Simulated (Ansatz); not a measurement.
## Worked example: the enthalpy of BBr3 + CBrCl3 → BBr2Cl + CBr2Cl2

Species: BBr3 (boron tribromide) `BrB(Br)Br`, singlet; CBrCl3 (bromotrichloromethane) `ClC(Cl)(Cl)Br`, singlet; BBr2Cl (dibromo(chloro)borane) `ClB(Br)Br`, singlet; CBr2Cl2 (dibromodichloromethane) `ClC(Cl)(Br)Br`, singlet. The partners trade Br for Cl: B–Br and C–Cl bonds give way to B–Cl and C–Br.

Shapes, held fixed at every level: PBE0-D4/def2-TZVP. Programs: Ansatz 0.2.0. The zero-point and thermal terms to 298 K, harmonic and unscaled (PBE0-D4/def2-TZVP), stand in the table.

At HF/def2-SVP; 1 Eh = 2625.50 kJ/mol:

```
species   energy (Eh)  H(298 K) − E (kJ/mol)  tabulated ΔfH (kJ/mol)
   BBr3  -7741.073726                   31.5                  -204.2
 CBrCl3  -3987.944473                   41.6                   -43.0
 BBr2Cl  -5628.335164                   32.4                  -272.0
CBr2Cl2  -6100.689277                   40.7                    +3.4
```

Problem. Work out the reaction enthalpy at 298 K from the calculation and from the table of heats.

Solution. 
1. Electronic: (-5628.335164) + (-6100.689277) − [(-7741.073726) + (-3987.944473)] = -0.006242 Eh = -16.4 kJ/mol.
2. Zero-point and thermal: (32.4) + (40.7) − [(31.5) + (41.6)] = 0.0 kJ/mol.
3. Computed ΔH = -16.4 kJ/mol.
4. From the heats of formation (Active Thermochemical Tables, NIST-JANAF tables): (-272.0) + (3.4) − [(-204.2) + (-43.0)] = -21.4 kJ/mol.
5. Computed less tabulated: +5.0 kJ/mol. Tabulated heats carry uncertainties of their own. The tabulated values of BBr3, BBr2Cl are in doubt (older tables, estimates, or at odds with other calculations) and kept here.

Relativity is left out for Br.
